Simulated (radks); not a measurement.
Results of a calculation; reference values are marked as such.
Task: Isoelectronic series with 4 electrons, each ion in its NIST ground configuration. Level of theory: scalar-relativistic Kohn-Sham, r2SCAN, spin-polarised, spherical densities, finite nucleus; meta-GGA in the generalised Kohn-Sham scheme; Fermi nuclear charge, rms radius of each element as measured or else 0.836 A^(1/3) + 0.57 fm (a radial shooting solver on a logarithmic mesh with Libxc functionals). Total energies (hartree) and orbital eigenvalues (hartree):

| ion | configuration | E (hartree) | 2s | 1s |
|---|---|---|---|---|
| Be | [He] 2s2 | -14.65204 | -0.21119 | -3.99230 |
| N3+ | [He] 2s2 | -51.19265 | -2.51811 | -16.73877 |
| Ne6+ | [He] 2s2 | -110.32761 | -7.09768 | -38.54003 |
| Al9+ | [He] 2s2 | -192.13997 | -13.94623 | -69.40773 |
| S12+ | [He] 2s2 | -296.75585 | -23.07555 | -109.3851 |
| K15+ | [He] 2s2 | -424.33846 | -34.50308 | -158.5315 |
| Ti18+ | [He] 2s2 | -575.08862 | -48.25100 | -216.9209 |
| Mn21+ | [He] 2s2 | -749.24626 | -64.34622 | -284.6423 |
| Ni24+ | [He] 2s2 | -947.09223 | -82.82052 | -361.8003 |
| Ga27+ | [He] 2s2 | -1168.94961 | -103.7108 | -448.5155 |
| Se30+ | [He] 2s2 | -1415.18858 | -127.0594 | -544.9261 |
| Rb33+ | [He] 2s2 | -1686.22806 | -152.9144 | -651.1889 |
| Zr36+ | [He] 2s2 | -1982.53848 | -181.3304 | -767.4799 |
| Pd42+ | [He] 2s2 | -2653.13850 | -246.0964 | -1030.957 |
| In45+ | [He] 2s2 | -3028.67524 | -282.5915 | -1178.610 |
| Te48+ | [He] 2s2 | -3431.98035 | -321.9387 | -1337.226 |
| Cs51+ | [He] 2s2 | -3863.8722 | -364.2333 | -1507.111 |
| Ce54+ | [He] 2s2 | -4325.2463 | -409.5812 | -1688.599 |

Estimate the row of Tc39+ ([He] 2s2).

Result: E (hartree) -2304.64527; 2s -212.3682; 1s -893.9956.
